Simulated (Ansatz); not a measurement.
`O[SiH2]OP` and `O[SiH2]OBF` differ in one atom or group.

Ansatz, PBE0-D4/def2-TZVP geometries, multiplicity 1. Each molecule was computed in one conformer, which needn't be the lowest.

| property | `O[SiH2]OP` |
| --- | --- |
| HOMO energy (B3LYP/def2-TZVPP) / eV | -7.11 |
| LUMO energy (B3LYP/def2-TZVPP) / eV | -0.56 |
| size of the dipole moment (ωB97M-V/def2-TZVPP) / D | 1.36 |
| LUMO energy (ωB97M-V/def2-TZVPP) / eV | 1.52 |
| HOMO–LUMO gap (ωB97M-V/def2-TZVPP) / eV | 11.06 |
| HOMO energy (ωB97M-V/def2-TZVPP) / eV | -9.54 |

Question: What does the change do to each property? (An estimate is asked.)

Answer: Ansatz gave: 
```csv
property,`O[SiH2]OBF`,shift
HOMO energy (B3LYP/def2-TZVPP) / eV,-9.04,-1.93
LUMO energy (B3LYP/def2-TZVPP) / eV,-0.23,0.33
size of the dipole moment (ωB97M-V/def2-TZVPP) / D,2.18,0.82
LUMO energy (ωB97M-V/def2-TZVPP) / eV,1.66,0.14
HOMO–LUMO gap (ωB97M-V/def2-TZVPP) / eV,13.18,2.12
HOMO energy (ωB97M-V/def2-TZVPP) / eV,-11.52,-1.98
```

With PBE0 the HOMO falls by 1.94 eV and the LUMO rises by 0.41 eV, so the gap widens by about 2.35 eV. PBE moves the HOMO by -1.73 eV and ωB97M-V by -1.98 eV. Dipoles are sizes alone; their direction can turn.

B3LYP here is the variant with VWN-RPA as its local correlation; programs differ in this.
